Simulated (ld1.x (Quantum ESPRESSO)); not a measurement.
## Tb (Z = 65): one change to a TM potential, before and after

| Property | Result |
| --- | --- |
| Element | Tb (Z = 65) |
| Generator | ld1.x (Quantum ESPRESSO) 7.5 |
| Type | norm-conserving Troullier–Martins (Kleinman–Bylander form) |
| Functional | revPBE |
| Relativity | non-relativistic |
| Frozen core | [Kr] 4d10 |
| Valence charge | 19 |
| Reference configuration | 4f9 5s2 5p6 5d0 6s2 6p0 |
| Partial waves | 5s (bound): rc 1.70 bohr; 5p (bound): rc 2.10 bohr; 4f (bound): rc 1.30 bohr; 5d (bound, empty): rc 2.30 bohr |
| Local potential | the d channel |
| Core correction | none |

Occupied shells without a wave of their own: 6s. They enter only through the test configuration that unscreens the potential.

Change: wave 5d (bound): rc 2.30 bohr becomes 5d (bound): rc 1.62 bohr.

Cutoffs: the cutoffs (Ry, on a coarse ladder) from which the occupation-weighted sum of valence levels, in a spherical-Bessel basis at the reference potential, stays within 10 and 1 mRy of its value at 400 Ry; they do not see the model core or the augmentation charge, which bear on the density cutoff. Errors are all-electron minus pseudo energies relative to the spin-unpolarised reference configuration.

Q: What does the change do?

A: Of the 7 tests that both files solve, the error grows in 0 and shrinks in 3 by more than 15 % and 0.3 meV (median size 177.2 → 174.8 meV); neither file shows a bound ghost. Less of the atom is replaced, so other configurations are described better.

| quantity | base | changed |
| --- | --- | --- |
| cutoff, loose | 230 Ry | 230 Ry |
| cutoff, tight | over 300 Ry | over 300 Ry |
| bound ghosts | none | none |
| largest miss of a reference level, eV | 0.08 | 0.07 |
| error for 4f9 5s2 5p6 5d0 6s1 6p0, meV [ΔE 5.70 eV] | +107 | +91 |
| error for 4f9 5s2 5p6 5d0 6s0 6p0, meV [ΔE 16.37 eV] | +298 | +252 |
| error for 4f8 5s2 5p6 5d0 6s0 6p0, meV [ΔE 45.35 eV] | +231 | +189 |
| error for 4f8 5s2 5p6 5d1 6s1 6p0, meV [ΔE 13.67 eV] | -177 | -175 |
| error for 4f9 5s2 5p6 5d0 6s1 6p1, meV [ΔE 2.13 eV] | +49 | +50 |
| error for 4f8 5s2 5p6 5d0 6s2 6p0, meV [ΔE 14.34 eV] | -310 | -272 |
| error for 4f9 5s2 5p6 5d1 6s1 6p0, meV [ΔE 1.67 eV] | +62 | +52 |

Base: The 6s level has no wave, so the channel is fitted at the deeper level alone: the likely source of the large errors. Changed file: The 6s level has no wave, so the channel is fitted at the deeper level alone: the likely source of the large errors.
